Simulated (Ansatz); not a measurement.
F3HSSn (`[F][Sn]([F])([F])[SH]`). Total charge 0; spin multiplicity 1. Sn: def2 effective core potential.

Z-matrix (Å, degrees):
```
Sn
F 1 1.888
F 1 1.891 2 106.5
F 1 1.891 2 106.6 3 110.2
S 1 2.344 2 110.6 3 -124.9
H 5 1.347 1 91.2 2 -179.2
```

Problem. List the harmonic frequencies (cm⁻¹, unscaled) at PBE0-D4/def2-TZVP in Ansatz. (Estimate.)

Solution. Computed: 15i, 111, 132, 172, 174, 192, 385, 651, 658, 666, 752, 2696.
